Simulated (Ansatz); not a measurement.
Geometry optimisation, Ansatz, RKS r2SCAN/def2-SVP.

Input:

```yaml
crystal:
  periodic: [false, false, false]
  atoms:
    - { symbol: "N", position_ang: [0.1905, 0.9836, 1.0828] }
    - { symbol: C, position_ang: [-0.2614, -0.247, 0.4641] }
    - { symbol: S, position_ang: [0.7694, -1.5417, 1.1419] }
    - { symbol: Si, position_ang: [-0.0581, -0.2813, -1.4122] }
    - { symbol: Cl, position_ang: [-1.2225, 1.2677, -2.1916] }
    - { symbol: H, position_ang: [1.1255, 1.2243, 0.8675] }
    - { symbol: H, position_ang: [-0.3617, 1.7991, 0.6607] }
    - { symbol: H, position_ang: [-1.2503, -0.4416, 0.7554] }
    - { symbol: H, position_ang: [0.5731, -1.2099, 2.4801] }
    - { symbol: H, position_ang: [1.2668, -0.0726, -1.8539] }
    - { symbol: H, position_ang: [-0.7058, -1.5375, -1.9741] }
basis:
  gaussian: { orbitals: def2-SVP }
hamiltonian:
  xc: r2scan
relax:
  f_tol: 0.02
  max_steps: 50
```

Run as:

```bash
$ ansatz run input.yaml --threads 2 --pin off --max-ram 3072MiB --backend cpu --events-out ev --progress --plain --runs-dir out
```

**Question.** Where does it end, and by what steps?

**Answer.** The run converged. After 7 steps the energy has fallen by 0.350 eV; H9 moved furthest, 0.15 Å.

| step | energy less start (eV) | largest force component (eV/Å) | accepted |
| --- | --- | --- | --- |
| 0 | 0.0000 | 2.870 | yes |
| 1 | -0.3072 | 0.580 | yes |
| 2 | -0.3468 | 0.168 | yes |
| 3 | -0.3486 | 0.066 | yes |
| 4 | -0.3492 | 0.025 | yes |
| 5 | -0.3494 | 0.023 | yes |
| 6 | -0.3498 | 0.029 | yes |
| 7 | -0.3499 | 0.013 | yes |

```xyz
11
Properties=species:S:1:pos:R:3
N 0.165 1.078 1.048
C -0.209 -0.215 0.491
S 0.844 -1.553 1.160
Si -0.104 -0.320 -1.412
Cl -1.187 1.318 -2.112
H 1.127 1.307 0.790
H -0.435 1.809 0.658
H -1.257 -0.425 0.774
H 0.515 -1.349 2.458
H 1.312 -0.153 -1.845
H -0.705 -1.554 -1.990
```

Run time: 42 s on 2 threads of Intel(R) Xeon(R) Platinum 8488C (Sapphire Rapids) (shared host), peak memory 0.22 GiB.
